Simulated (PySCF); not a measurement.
AlF2I. Atoms are numbered in the order given.

```xyz
4

Al     0.0000     0.0000    -1.3517
F      0.0000    -1.4158    -2.2015
F      0.0000     1.4158    -2.2015
I      0.0000     0.0000     1.0792
```
Charge 0, spin multiplicity 1.

Geometry optimised at r2SCAN-D4/def2-SVP. The def2 effective core potentials stand for the cores of I; spin–orbit coupling is left out.

Computed with CAM-B3LYP/def2-TZVPD (PySCF).

Symmetry labels are those of the subgroup C2v that the program uses (full group C2v).

Question: List the valence orbital energies around the gap with their symmetry. (The exact figures need the calculation; the answer reports its results.)

Answer: 
```tsv
orbital	symmetry	energy (eV)
HOMO−7	B2	-14.68
HOMO−6	A1	-14.11
HOMO−5	B1	-14.03
HOMO−4	A2	-13.64
HOMO−3	B2	-13.43
HOMO−2	A1	-11.54
HOMO−1	B1	-9.84
HOMO	B2	-9.69
LUMO	A1	-0.99
LUMO+1	B1	-0.07
LUMO+2	A1	0.67
LUMO+3	B2	0.96
```
